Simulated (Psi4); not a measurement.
Psi4 input (wB97X-D/6-311+G**):

```
memory 1500 MB

molecule {
0 2
B    -0.67550900    0.14887900   -0.00613900
N     0.63011700   -0.09718900    0.00592200
H    -1.44672800   -0.78084800   -0.01830600
H    -1.10635800    1.26961900   -0.00524100
H     1.51981600   -0.55284500    0.01278900
symmetry c1
no_reorient
no_com
}

set {
  basis 6-311+G**
  reference uks
  scf_type pk
  dft_radial_points 99
  dft_spherical_points 590
  e_convergence 1e-8
  d_convergence 1e-7
  maxiter 150
}

e = energy('wb97x-d')
print_out(f'\nFINAL {e:.10f} DIPOLE {variable("CURRENT DIPOLE")[0]:.6f} {variable("CURRENT DIPOLE")[1]:.6f} {variable("CURRENT DIPOLE")[2]:.6f}\n')
```

Output:

```
   => Loading Basis Set <=

    Name: 6-311+G**
    Role: ORBITAL
    Keyword: BASIS
    atoms 1   entry B          line   108 file 6-311pgss.gbs
    atoms 2   entry N          line   150 file 6-311pgss.gbs
    atoms 3-5 entry H          line    42 file 6-311pgss.gbs

   => WB97X-D: Empirical Dispersion <=

    Chai and Head-Gordon Dispersion Correction
    Chai, J.-D.; Head-Gordon, M. (2010), J. Chem. Phys., 132: 6615-6620

        s6 =       1.000000

         ---------------------------------------------------------
                                   SCF
               by Justin Turney, Rob Parrish, Andy Simmonett
                          and Daniel G. A. Smith
                              UKS Reference
         ---------------------------------------------------------

  ==> Geometry <==

    Molecular point group: c1
    Full point group: C1

    Geometry (in Angstrom), charge = 0, multiplicity = 2:

       Center              X                  Y                   Z               Mass
    ------------   -----------------  -----------------  -----------------  -----------------
         B           -0.675509000000     0.148879000000    -0.006139000000    11.009305360000
         N            0.630117000000    -0.097189000000     0.005922000000    14.003074004430
         H           -1.446728000000    -0.780848000000    -0.018306000000     1.007825032230
         H           -1.106358000000     1.269619000000    -0.005241000000     1.007825032230
         H            1.519816000000    -0.552845000000     0.012789000000     1.007825032230

  Running in c1 symmetry.

  Rotational constants: A =      7.51693  B =      0.99533  C =      0.87895 [cm^-1]
  Rotational constants: A = 225352.01715  B =  29839.34824  C =  26350.25407 [MHz]
  Nuclear repulsion =   27.155445243283861

  Charge       = 0
  Multiplicity = 2
  Electrons    = 15
  Nalpha       = 8
  Nbeta        = 7

  ==> Algorithm <==

  SCF Algorithm Type is PK.
  DIIS enabled.
  MOM disabled.
  Fractional occupation disabled.
  Guess Type is SAD.
  Energy threshold   = 1.00e-08
  Density threshold  = 1.00e-07
  Integral threshold = 1.00e-12

  ==> Primary Basis <==

  Basis Set: 6-311+G**
    Blend: 6-311+G**
    Number of shells: 32
    Number of basis functions: 62
    Number of Cartesian functions: 64
    Spherical Harmonics?: true
    Max angular momentum: 2

  ==> DFT Potential <==

   => LibXC <=

    Version 7.1.2
    S. Lehtola, C. Steigemann, M. J. T. Oliveira, and M. A. L. Marques,  SoftwareX 7, 1–5 (2018) (10.1016/j.softx.2017.11.002)

   => Composite Functional: WB97X-D <=

    wB97X-D Hyb-GGA Exchange-Correlation Functional

    J.-D. Chai and M. Head-Gordon,  Phys. Chem. Chem. Phys. 10, 6615–6620 (2008) (10.1039/B810189B)

    Deriv               =              1
    GGA                 =           TRUE
    Meta                =          FALSE

    Exchange Hybrid     =           TRUE
    MP2 Hybrid          =          FALSE

   => Exchange-Correlation Functionals <=

    1.0000   wB97X-D range-separated functional

   => Exact (HF) Exchange <=

    0.7780            HF,LR [omega = 0.2000]
    0.2220               HF

   => LibXC Density Thresholds  <==

    XC_HYB_GGA_XC_WB97X_D:  1.00E-14

   => Molecular Quadrature <=

    Radial Scheme          =       TREUTLER
    Pruning Scheme         =           NONE
    Nuclear Scheme         =       TREUTLER

    Blocking Scheme        =         OCTREE
    BS radius alpha        =              1
    Pruning alpha          =              1
    Radial Points          =             99
    Spherical Points       =            590
    Total Points           =         283284
    Total Blocks           =           2108
    Max Points             =            256
    Max Functions          =             62
    Weights Tolerance      =       1.00E-15

  ==> Integral Setup <==

  Using in-core PK algorithm.
   Calculation information:
      Number of atoms:                   5
      Number of AO shells:              32
      Number of primitives:             56
      Number of atomic orbitals:        64
      Number of basis functions:        62

      Integral cutoff                 1.00e-12
      Number of threads:                 1

  Performing in-core PK
  Using 5724243 doubles for integral storage.
  We computed 139480 shell quartets total.
  Whereas there are 139656 unique shell quartets.

  Computing range-separated integrals for PK
  We computed 139480 wK shell quartets total.
  Whereas there are 139656 wK unique shell quartets.

  ==> DiskJK: Disk-Based J/K Matrices <==

    J tasked:                  Yes
    K tasked:                  Yes
    wK tasked:                 Yes
    Omega:               2.000E-01
    Schwarz Cutoff:          1E-12


  Cached 100.0% of DFT collocation blocks in 0.466 [GiB].

  Minimum eigenvalue in the overlap matrix is 1.9059001030E-03.
  Reciprocal condition number of the overlap matrix is 3.0267464796E-04.
    Using symmetric orthogonalization.

  ==> Pre-Iterations <==

  SCF Guess: Superposition of Atomic Densities via on-the-fly atomic UHF (no occupation information).

   -------------------------
    Irrep   Nso     Nmo
   -------------------------
     A         62      62
   -------------------------
    Total      62      62
   -------------------------

  ==> Iterations <==

                        Total Energy        Delta E     RMS |[F,P]|

   @UKS iter SAD:   -80.51017822061429   -8.05102e+01   0.00000e+00
   @UKS iter   1:   -81.15974542755977   -6.49567e-01   1.01585e-02 DIIS/ADIIS
   @UKS iter   2:   -81.10586697949212    5.38784e-02   1.14788e-02 DIIS/ADIIS
   @UKS iter   3:   -81.33914502576269   -2.33278e-01   1.16404e-03 DIIS/ADIIS
   @UKS iter   4:   -81.34338102250763   -4.23600e-03   5.02354e-04 DIIS/ADIIS
   @UKS iter   5:   -81.34478814341867   -1.40712e-03   1.89594e-04 DIIS/ADIIS
   @UKS iter   6:   -81.34525605818115   -4.67915e-04   4.93081e-05 DIIS
   @UKS iter   7:   -81.34529170362153   -3.56454e-05   1.22043e-05 DIIS
   @UKS iter   8:   -81.34529317712349   -1.47350e-06   3.52594e-06 DIIS
   @UKS iter   9:   -81.34529331680027   -1.39677e-07   1.29967e-06 DIIS
   @UKS iter  10:   -81.34529333966721   -2.28669e-08   5.12122e-07 DIIS
   @UKS iter  11:   -81.34529334311745   -3.45024e-09   1.75898e-07 DIIS
   @UKS iter  12:   -81.34529334348653   -3.69084e-10   3.03475e-08 DIIS
  Energy and wave function converged.

  ==> Post-Iterations <==

   Electrons on quadrature grid:
      Nalpha   =    8.0000000076 ; deviation = 7.637e-09
      Nbeta    =    6.9999999988 ; deviation = -1.165e-09
      Ntotal   =   15.0000000065 ; deviation = 6.471e-09

   @Spin Contamination Metric:   8.472958159E-03
   @S^2 Expected:                7.500000000E-01
   @S^2 Observed:                7.584729582E-01
   @S   Expected:                5.000000000E-01
   @S   Observed:                5.000000000E-01

    Orbital Energies [Eh]
    ---------------------

    Alpha Occupied:

       1A    -14.463600     2A     -6.845641     3A     -0.968019
       4A     -0.667898     5A     -0.520370     6A     -0.496141
       7A     -0.408023     8A     -0.357625

    Alpha Virtual:

       9A      0.054905    10A      0.059035    11A      0.078078
      12A      0.082216    13A      0.117044    14A      0.147403
      15A      0.202292    16A      0.215747    17A      0.217873
      18A      0.240134    19A      0.252410    20A      0.290515
      21A      0.335054    22A      0.449631    23A      0.480015
      24A      0.514506    25A      0.556538    26A      0.616206
      27A      0.646230    28A      0.831935    29A      0.843197
      30A      0.865036    31A      0.874950    32A      0.973438
      33A      0.973938    34A      1.066469    35A      1.170349
      36A      1.216233    37A      1.430001    38A      1.506799
      39A      1.538624    40A      1.711434    41A      1.728044
      42A      1.745411    43A      1.993609    44A      2.001182
      45A      2.067402    46A      2.100492    47A      2.163844
      48A      2.183929    49A      2.262216    50A      2.567938
      51A      2.636701    52A      2.691783    53A      2.719973
      54A      2.783040    55A      2.866927    56A      2.969772
      57A      3.472204    58A      3.909116    59A      3.965097
      60A      4.842693    61A     14.852779    62A     35.641545

    Beta Occupied:

       1A    -14.448257     2A     -6.846672     3A     -0.917657
       4A     -0.654563     5A     -0.500576     6A     -0.443685
       7A     -0.386159

    Beta Virtual:

       8A     -0.053544     9A      0.058694    10A      0.061915
      11A      0.081394    12A      0.086822    13A      0.115421
      14A      0.150807    15A      0.215897    16A      0.220181
      17A      0.222591    18A      0.244847    19A      0.260573
      20A      0.298195    21A      0.337884    22A      0.457382
      23A      0.476622    24A      0.519872    25A      0.564743
      26A      0.621503    27A      0.654407    28A      0.844159
      29A      0.864744    30A      0.879622    31A      0.886771
      32A      0.975740    33A      0.987072    34A      1.080345
      35A      1.178854    36A      1.225618    37A      1.442393
      38A      1.519502    39A      1.543757    40A      1.723772
      41A      1.745537    42A      1.763405    43A      1.992425
      44A      2.036967    45A      2.073750    46A      2.126635
      47A      2.193028    48A      2.218787    49A      2.272710
      50A      2.588290    51A      2.651959    52A      2.709374
      53A      2.730254    54A      2.795236    55A      2.885774
      56A      2.996902    57A      3.495212    58A      3.931531
      59A      4.048297    60A      4.864451    61A     14.850186
      62A     35.662775

    Final Occupation by Irrep:
              A
    DOCC [     7 ]
    SOCC [     1 ]
    NA   [     8 ]
    NB   [     7 ]

  @UKS Final Energy:   -81.34529334348653

   => Energetics <=

    Nuclear Repulsion Energy =             27.1554452432838609
    One-Electron Energy =                -162.5210511439049128
    Two-Electron Energy =                  62.2247718327875177
    DFT Exchange-Correlation Energy =      -8.2039315548627751
    Empirical Dispersion Energy =          -0.0005277207902109
    VV10 Nonlocal Energy =                  0.0000000000000000
    Total Energy =                        -81.3452933434865315

  UHF NO Occupations:
  HONO-2 :    6  A 1.9985250
  HONO-1 :    7  A 1.9983110
  HONO-0 :    8  A 1.0000000
  LUNO+0 :    9  A 0.0016890
  LUNO+1 :   10  A 0.0014750
  LUNO+2 :   11  A 0.0006612
  LUNO+3 :   12  A 0.0002455

Computation Completed

Properties will be evaluated at   0.000000,   0.000000,   0.000000 [a0]

Properties computed using the SCF density matrix

 Multipole Moments:

 ------------------------------------------------------------------------------------
     Multipole            Electronic (a.u.)      Nuclear  (a.u.)        Total (a.u.)
 ------------------------------------------------------------------------------------

 L = 1.  Multiply by 2.5417464519 to convert [e a0] to [Debye]
 Dipole X            :          0.4642061            0.0000076            0.4642136
 Dipole Y            :         -0.2526266           -0.0000038           -0.2526303
 Dipole Z            :          0.0035108            0.0000019            0.0035127
 Magnitude           :                                                    0.5285156

 ------------------------------------------------------------------------------------

FINAL -81.3452933435 DIPOLE 0.464214 -0.252630 0.003513

*** Psi4 exiting successfully. Buy a developer a beer!
```

The geometry given is a B3LYP-D3(BJ)/def2-TZVP minimum.
